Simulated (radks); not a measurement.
Values are calculated unless marked as measured or tabulated.
All-electron atom: K3+ in [He] 2s2 2p4 3s2 3p4 3d2 (not the ground configuration).

Level of theory: Dirac Kohn-Sham, PBEsol, spin-unpolarised, spherical densities, finite nucleus; open shells are shared between the two j in proportion to 2j + 1; Fermi nuclear charge, rms radius 3.4349 fm (a radial shooting solver on a logarithmic mesh with Libxc functionals).

Energy parts (Ry):
part                       energy
total                 -1149.25242
kinetic                1157.47095
electron-nucleus      -2661.89353
Hartree                 412.80413
exchange-correlation    -57.63397

Orbitals (lengths in bohr, moments of r in powers of bohr):
orbital,occ.,eigenvalue (Ry),<r>,small-component weight
1s1/2,2,-269.1335,0.08100,4.60e-03
2s1/2,2,-33.16513,0.3736,8.20e-04
2p1/2,1.33333,-28.46503,0.3305,8.00e-04
2p3/2,2.66667,-28.22704,0.3327,7.94e-04
3s1/2,2,-6.03506,1.113,1.84e-04
3p1/2,1.33333,-4.72192,1.161,1.64e-04
3p3/2,2.66667,-4.69076,1.167,1.63e-04
3d3/2,0.8,-2.65789,1.276,1.20e-04
3d5/2,1.2,-2.65420,1.277,1.20e-04
4s1/2,0,-1.78837,2.816,4.38e-05
4p1/2,0,-1.45609,3.119,3.72e-05
4p3/2,0,-1.45089,3.129,3.70e-05

The highest occupied level is 3d5/2 at -36.112 eV. The density falls to 0.001 e/bohr^3 at r = 2.94 bohr. The electron density at the nucleus is 5234 e/bohr^3. Summed over all electrons, <r^2> = 14.04 bohr^2, which gives a Langevin (diamagnetic) susceptibility term of -11.1 x 10^-6 cm^3/mol.
